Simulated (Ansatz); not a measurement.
Geometry optimisation of C3H6SeSi (`[SiH3]/C=C1\C[Se]1`).

```yaml
crystal:
  periodic: [false, false, false]
  atoms:
    - {symbol: Si, position_ang: [-1.570022, 0.016040, 0.857645]}
    - {symbol: C, position_ang: [0.203949, 0.620696, 0.836627]}
    - {symbol: C, position_ang: [1.049086, 0.262412, -0.143508]}
    - {symbol: C, position_ang: [1.185966, -0.510667, -1.371122]}
    - {symbol: Se, position_ang: [2.835852, 0.469022, -0.766210]}
    - {symbol: H, position_ang: [-2.541091, 1.168885, 0.824765]}
    - {symbol: H, position_ang: [-1.804105, -0.858207, -0.345520]}
    - {symbol: H, position_ang: [-1.861020, -0.775998, 2.107780]}
    - {symbol: H, position_ang: [0.571820, 1.287619, 1.635251]}
    - {symbol: H, position_ang: [0.739288, -0.125040, -2.305289]}
    - {symbol: H, position_ang: [1.255776, -1.611762, -1.309819]}
basis:
  gaussian: {orbitals: def2-TZVP}
hamiltonian: {xc: pbe0, dispersion: d4}
relax: {f_tol: 0.005, max_steps: 150}
```

```sh
$ ansatz run in.yaml --threads 4 --pin off --events-out ev --progress --plain --max-ram 10444MiB
```

It prints (some lines left out):

```
Functional definition: PBE0
mean field -76420.86372854 eV, -2808.4149421019 hartree, gradient 3.6e-5 eV, S^2 0.000000; 0 other end points of the search recorded, 0 dependent functions left out
relax step   1: F+E_penalty+E_count = -76421.10499845 eV  Δ(F+E_penalty+E_count) = +0.000e0 eV  max|allowed force component| = 6.506e-1 eV/Å  Δτ_max = 0.0000 Å  (31 SCF iters, accepted)
mean field -76420.91405321 eV, -2808.4167914993 hartree, gradient 1.5e-5 eV, S^2 0.000000; 0 other end points of the search recorded, 0 dependent functions left out
relax step   2: F+E_penalty+E_count = -76421.15713497 eV  Δ(F+E_penalty+E_count) = -5.214e-2 eV  max|allowed force component| = 1.871e-1 eV/Å  Δτ_max = 0.0300 Å  (35 SCF iters, accepted)
mean field -76420.91700895 eV, -2808.4169001211 hartree, gradient 1.5e-5 eV, S^2 0.000000; 0 other end points of the search recorded, 0 dependent functions left out
relax step   3: F+E_penalty+E_count = -76421.16072732 eV  Δ(F+E_penalty+E_count) = -3.592e-3 eV  max|allowed force component| = 5.053e-2 eV/Å  Δτ_max = 0.0156 Å  (35 SCF iters, accepted)
mean field -76420.91742215 eV, -2808.4169153058 hartree, gradient 1.5e-5 eV, S^2 0.000000; 0 other end points of the search recorded, 0 dependent functions left out
relax step   4: F+E_penalty+E_count = -76421.16112359 eV  Δ(F+E_penalty+E_count) = -3.963e-4 eV  max|allowed force component| = 2.577e-2 eV/Å  Δτ_max = 0.0084 Å  (36 SCF iters, accepted)
mean field -76420.91747936 eV, -2808.4169174083 hartree, gradient 1.5e-5 eV, S^2 0.000000; 0 other end points of the search recorded, 0 dependent functions left out
relax step   5: F+E_penalty+E_count = -76421.16116319 eV  Δ(F+E_penalty+E_count) = -3.960e-5 eV  max|allowed force component| = 8.948e-3 eV/Å  Δτ_max = 0.0013 Å  (36 SCF iters, accepted)
mean field -76420.91749156 eV, -2808.4169178566 hartree, gradient 1.5e-5 eV, S^2 0.000000; 0 other end points of the search recorded, 0 dependent functions left out
relax step   6: F+E_penalty+E_count = -76421.16116714 eV  Δ(F+E_penalty+E_count) = -3.947e-6 eV  max|allowed force component| = 2.057e-3 eV/Å  Δτ_max = 0.0007 Å  (37 SCF iters, accepted)
mean field -76420.91749156 eV, -2808.4169178566 hartree, gradient 1.5e-5 eV, S^2 0.000000; 1 other end points of the search recorded, 0 dependent functions left out
Total energy: -76421.16120073 eV, -2808.4258740033 hartree
Atom 0 at    -1.556030     0.014348     0.847485 Å, force     0.001137     0.000301     0.000221 eV/Å
Atom 1 at     0.200649     0.613648     0.825740 Å, force    -0.000641     0.000122     0.000543 eV/Å
Atom 2 at     1.030733     0.258271    -0.139266 Å, force    -0.000685    -0.000137    -0.002057 eV/Å
Atom 3 at     1.170660    -0.506029    -1.356163 Å, force    -0.000110    -0.001119    -0.000341 eV/Å
Atom 4 at     2.802623     0.461989    -0.760587 Å, force     0.000436     0.000579     0.000690 eV/Å
Atom 5 at    -2.507821     1.157665     0.811765 Å, force     0.000246     0.000476    -0.000215 eV/Å
Atom 6 at    -1.784332    -0.849985    -0.339984 Å, force    -0.000049    -0.000353     0.000035 eV/Å
Atom 7 at    -1.835969    -0.766706     2.082810 Å, force     0.000082     0.000168     0.000469 eV/Å
Atom 8 at     0.567860     1.267537     1.611770 Å, force    -0.000569    -0.000971     0.000073 eV/Å
Atom 9 at     0.732406    -0.120797    -2.271326 Å, force     0.000042     0.000777    -0.000033 eV/Å
Atom 10 at     1.244719    -1.586942    -1.291645 Å, force     0.000109     0.000158     0.000617 eV/Å
Dipole moment:    -0.092627    -0.094857    -0.093624 e Å
```

Hardware: 4 threads of an AMD EPYC 9B45 on a shared host. Wall time 12 s, peak host memory 0.69 GiB.
